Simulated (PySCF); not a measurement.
**Two-component Hartree-Fock for Lu²⁶⁺ (lutetium, charge +26)**

Start: [Kr] 4d9; 4d3/2 filled at m_j = -1/2, +1/2, +3/2; 4d5/2 filled at m_j = -5/2, -3/2, -1/2, +1/2, +3/2, +5/2. Calculated with PySCF 2.14 in an uncontracted even-tempered set (17 s from 2.1 bohr⁻², ratio 2.8; 14 p from 2.7 bohr⁻², ratio 2.8; 10 d from 2.7 bohr⁻², ratio 2.8; 3 f from 14 bohr⁻², ratio 3): generalised Hartree-Fock with the X2C-1e Hamiltonian and a Gaussian nucleus; one run each with spin-orbit coupling (SO) screened by Boettger's factors, then bare. This is a chosen level, not necessarily the ground level.

```csv
spinor shell,electrons,"ε, screened SO (eV)","ε, bare SO (eV)",weight of nominal j (bare SO),"rms radius, bare SO (bohr)"
1s1/2,2,-64501.8,-64500.7,1.000,0.0219
2s1/2,2,-11841.2,-11840.8,1.000,0.0885
2p1/2,2,-11319.8,-11346.9,1.000,0.0753
2p3/2,4,-10198.9,-10189.8,1.000,0.0826
3s1/2,2,-3417.3,-3417.2,1.000,0.227
3p1/2,2,-3189.0,-3194.8,1.000,0.217
3p3/2,4,-2943.5,-2941.5,1.000,0.232
3d3/2,4,-2560.3,-2565.7,1.000,0.204
4s1/2,2,-1330.1,-1330.1,1.000,0.480
4p1/2,2,-1229.2,-1230.8,0.999,0.482
4p3/2,4,-1165.8,-1165.2,1.000,0.507
4d3/2,3,-1002.0,-1003.4,0.997,0.509
4d5/2,6,-988.74,-987.89,0.998,0.517
```

(1) Where does 3d5/2 lie, and what is the 3d spin-orbit splitting (bare SO)?

| quantity | screened SO | bare SO |
| --- | --- | --- |
| E (hartree) | -14262.74793 | -14263.67654 |
| M_J | 3/2 | 3/2 |
| ⟨J²⟩ | 3.751 | 3.751 |
| ⟨L²⟩ | 6.069 | 6.074 |
| ⟨S²⟩ | 0.818 | 0.823 |

Each row is a mean over spinors that exchange with the open shell spreads, by up to 11.568 eV (4p1/2).

Breit and QED terms are absent; they matter most for the inner s and p1/2 levels.

Densities and radii are taken from the X2C orbitals without a picture-change correction, which distorts them close to the nucleus.

Results:

(1) At -2505.2 eV, 60.497 eV above 3d3/2.
